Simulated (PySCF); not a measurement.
HAlFIO, SMILES [OH][Al]([F])[I], CAM-B3LYP/def2-SVP optimised geometry.

```
5

Al    -0.23     0.11     0.00
F      1.42     0.11     0.00
I     -1.42     2.23     0.00
O     -1.09    -1.33     0.00
H     -0.74    -2.23     0.00
```

Density from CAM-B3LYP/def2-TZVP, def2 effective core potentials past Kr in PySCF at that geometry. The core electrons that the potentials of I replace are not part of the density.

Minimum of the electron density along straight lines between bonded atoms, close to the bond critical point (lines longer than 1.1 times the sum of covalent radii, or with two minima, are not listed):

```csv
bond,length / Å,ρ at the minimum / e bohr⁻³,∇²ρ there / e bohr⁻⁵,position (fraction from the first atom)
Al1–F2,1.653,0.113,0.90,0.44
Al1–I3,2.435,0.064,0.10,0.35
Al1–O4,1.677,0.116,0.84,0.43
O4–H5,0.960,0.353,-2.41,0.81
```
